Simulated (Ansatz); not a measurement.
A CCSD(T) single point on CHClInNO, SMILES `O=C=[N][InH][Cl]`.

```yaml
crystal:
  periodic: [false, false, false]
  atoms:
    - {symbol: O, position_ang: [1.628047, -2.320384, 0.058113]}
    - {symbol: C, position_ang: [0.896563, -1.470896, 0.379313]}
    - {symbol: N, position_ang: [0.136698, -0.626928, 0.782147]}
    - {symbol: In, position_ang: [-0.744211, 1.027945, 0.031295]}
    - {symbol: Cl, position_ang: [-0.126955, 1.381967, -2.172039]}
    - {symbol: H, position_ang: [-1.790141, 2.008297, 0.921181]}
basis:
  gaussian: {orbitals: def2-TZVPP}
correlation: {method: ccsd_t}
output: {orbitals: {seedname: orbitals}}
```

```sh
$ ansatz run in.yaml --threads 4 --pin off --events-out ev --progress --plain
```

Log, shortened:

```
Functional definition: HF
1411 factors; integrals over basis functions are off by at most 9.2e-4 eV
mean field evaluation 1: about -22218.3052 eV, gradient 4.1e1 eV
mean field evaluation 2: about -22218.5013 eV, gradient 4.1e1 eV
mean field evaluation 4: about -22221.9306 eV, gradient 3.3e0 eV
mean field evaluation 8: about -22221.9771 eV, gradient 2.3e-1 eV
mean field -22221.97737185 eV, -816.6426058183 hartree, gradient 2.7e-6 eV, S^2 0.000000; 0 other end points of the search recorded, 0 dependent functions left out
12 core orbitals not correlated: weight in the atoms' cores, before any rotation towards them, 1.000 or more for the frozen orbitals, at most 0.000 for the correlated occupied ones
reference -22221.97737185 eV, -816.6426058183 hartree; 18, 18 occupied and 169, 169 virtual orbitals, 1411 factors
second order -28.00104569 eV of doubles, -0.00000000 eV of singles
cycle   1  -27.25258334 eV  change    7.5e-1 eV  update   1.4e-1
cycle   2  -28.02608075 eV  change   -7.7e-1 eV  update   4.7e-2
cycle   3  -28.19762785 eV  change   -1.7e-1 eV  update   2.3e-2
cycle   4  -28.17980754 eV  change    1.8e-2 eV  update   5.8e-3
cycle   5  -28.17401216 eV  change    5.8e-3 eV  update   2.3e-3
cycle   6  -28.17440848 eV  change   -4.0e-4 eV  update   7.3e-4
cycle   7  -28.17433524 eV  change    7.3e-5 eV  update   3.0e-4
cycle   8  -28.17417858 eV  change    1.6e-4 eV  update   1.0e-4
cycle   9  -28.17419009 eV  change   -1.2e-5 eV  update   4.8e-5
cycle  10  -28.17423069 eV  change   -4.1e-5 eV  update   1.9e-5
perturbative correction -1.25265715 eV, -0.0460343012 hartree
Total energy: -22251.40425969 eV, -817.7240240001 hartree
```

Run time 22 s (4 threads of a server CPU on a shared host); peak host memory 3 GiB.

The correlation energy is -29.427 eV, 4.3 % of it from (T); the T1 diagnostic reads 0.0159.
